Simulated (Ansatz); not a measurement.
Relaxation of Cl2GeH2 (5 atoms, charge 0, multiplicity 1), to a largest force component of 0.02 eV/Å in at most 40 steps.

Level of theory: RKS PBE/def2-SVP (Ansatz 0.2.0).

```xyz
5
Properties=species:S:1:pos:R:3
Ge 0.000 0.000 0.000
H 0.000 0.000 1.550
H 1.462 0.000 -0.516
Cl -1.046 1.812 -0.739
Cl -1.046 -1.812 -0.739
```

Problem. Where does it end, and by what steps?

Solution. It converged. After 3 steps the energy has fallen by 0.060 eV; H3 moved furthest, 0.07 Å.

```
step  energy less start (eV)  largest force component (eV/Å)  accepted
   0                  0.0000                           0.646       yes
   1                 -0.0522                           0.172       yes
   2                 -0.0594                           0.032       yes
   3                 -0.0596                           0.000       yes
```

```xyz
5
Properties=species:S:1:pos:R:3
Ge 0.017 0.000 0.012
H -0.065 0.000 1.555
H 1.444 0.000 -0.579
Cl -1.013 1.765 -0.716
Cl -1.013 -1.765 -0.716
```

Whether the end is a true minimum wasn't checked by a vibrational analysis.

Time of the run: 9.7 s on 1 thread of Arm Neoverse V1, on a shared host, peak memory 0.14 GiB.
